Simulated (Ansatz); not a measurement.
Consider the redistribution: `S[SiH2][SeH]` + `[AlH2][O][SiH2]Br` → `[AlH2][O][SiH2]S` + `[SeH][SiH2]Br`.

Program: Ansatz. Geometries: PBE0-D4/def2-TZVP. ΔE: electronic, gas phase. CCSD(T)/CBS is the MP2 limit (def2-TZVPP, def2-QZVPP) plus CCSD(T) − MP2 in def2-TZVPP, frozen cores. DFT in def2-TZVPP. B3LYP here is the variant with VWN-RPA as its local correlation; programs differ in this. For Br, Se outer-core shells are correlated without core-valence functions, which leaves a few kJ/mol of doubt a bond. Scalar relativity is left out up to krypton. Each species was taken in one conformer, which may not be the lowest.

`S[SiH2][SeH]`:

Cartesian coordinates in Å:
```
S 1.554 -1.028 -0.965
Si 0.294 -0.043 0.439
Se -0.968 1.505 -0.661
H 0.536 -1.481 -1.717
H -0.625 -0.968 1.147
H 1.241 0.564 1.404
H -2.031 1.451 0.353
```

`[AlH2][O][SiH2]Br`:

Cartesian coordinates in Å:
```
Al 1.002 -0.441 -1.535
O -0.125 -0.071 -0.329
Si -0.911 0.311 1.020
Br 0.547 0.604 2.678
H 1.387 -1.957 -1.733
H 1.559 0.752 -2.403
H -1.816 -0.784 1.436
H -1.643 1.587 0.866
```

`[AlH2][O][SiH2]S`:

Z-matrix (Å, degrees):
```
Si
O 1 1.620
S 1 2.138 2 113.0
H 1 1.483 2 108.9 3 -121.8
H 1 1.482 2 110.4 3 115.9
Al 2 1.691 1 155.5 3 15.3
H 3 1.344 1 94.6 2 -72.5
H 6 1.577 2 117.1 1 -155.8
H 6 1.579 2 118.4 1 25.8
```

`[SeH][SiH2]Br`:

Z-matrix (Å, degrees):
```
Si
Br 1 2.221
Se 1 2.263 2 113.4
H 1 1.479 2 108.3 3 -116.8
H 1 1.479 2 106.6 3 122.6
H 3 1.469 1 92.5 2 70.5
```

```json
{"level": "ωB97M-V", "ΔE (eV)": "0.02"}
{"level": "B3LYP", "ΔE (eV)": "0.02"}
{"level": "MP2/def2-TZVPP", "ΔE (eV)": "0.02"}
{"level": "MP2/CBS(def2)", "ΔE (eV)": "0.02"}
```

Problem. What does CCSD(T)/CBS give? (Estimate.)

Solution. Ansatz gave: +0.02 eV. The listed levels differ from it by 0.00, 0.00, 0.00, 0.00 eV.

Largest T1 diagnostic among the species: 0.012.

In def2-TZVPP, CCSD(T) changes the Hartree–Fock value by −0.04 eV (the triples alone add −0.01 eV) and MP2 by −0.04 eV.
